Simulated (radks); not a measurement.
Al2+, configuration [Ne] 3s1 (the NIST ground configuration). Calculated with a radial shooting solver on a logarithmic mesh with Libxc functionals: scalar-relativistic Kohn-Sham, r2SCAN, spin-unpolarised, spherical densities, finite nucleus; meta-GGA in the generalised Kohn-Sham scheme; Fermi nuclear charge, rms radius 3.061 fm. Some entries of the table are withheld. Estimate them.

orbital  occ.  eigenvalue (eV)  <r^2> (bohr^2)  r(max) (bohr)
1s          2        -1542.584             (1)        0.07838
2s          2        -132.3750          0.4633         0.4954
2p          6         -92.0695          0.4547            (2)
3s          1         -23.6074           5.718          1.942

Answer. 
(1) 1s <r^2> (bohr^2): 0.01946
(2) 2p r(max) (bohr): 0.4290
